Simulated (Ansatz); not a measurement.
Isolated molecules relaxed with PBE0-D4/def2-TZVP in Ansatz; ΔE leaves out vibrations. CBS: MP2 limit from def2 TZ/QZ plus the TZ coupled-cluster correction, frozen cores. This one scheme is used for every species. Functionals use def2-TZVPP. HSE06 is defined as in plane-wave codes. Each species was taken in one conformer, which may not be the lowest.

`[SiH3]BS[SiH3]` → `BS[SiH3]` + `[SiH2]`  (silylene loss)

Is it downhill or uphill in electronic energy at CCSD(T)/CBS, and by how much? (Best estimate.)

Ansatz gave: Uphill: ΔE = +225.1 kJ/mol.

What do these levels give: r2SCANh-D4, BHLYP-D4, CAM-B3LYP-D4, r2SCANh, HSE06, LC-ωPBE? (Estimate.)

Ansatz gave: r2SCANh-D4 247.6, BHLYP-D4 226.7, CAM-B3LYP-D4 226.0, r2SCANh 245.3, HSE06 235.7, LC-ωPBE 243.4 kJ/mol.

What do rigid-rotor, harmonic-oscillator terms from PBE0-D4/def2-TZVP frequencies (298.15 K, 1 bar) make of the CCSD(T)/CBS value? (Estimate.)

Ansatz gave: ΔZPE = -12.2 kJ/mol, ΔH = +216.1 kJ/mol, ΔS = 145 J/(mol·K), ΔG = +172.9 kJ/mol.

Largest T1 diagnostic among the species: 0.015.

At CCSD(T), def2-SVP lies −11.9 kJ/mol from the extrapolated value and def2-TZVPP −6.4 kJ/mol. In def2-TZVPP, CCSD(T) changes the Hartree–Fock value by +22.0 kJ/mol (the triples alone add +5.9 kJ/mol) and MP2 by +36.7 kJ/mol.
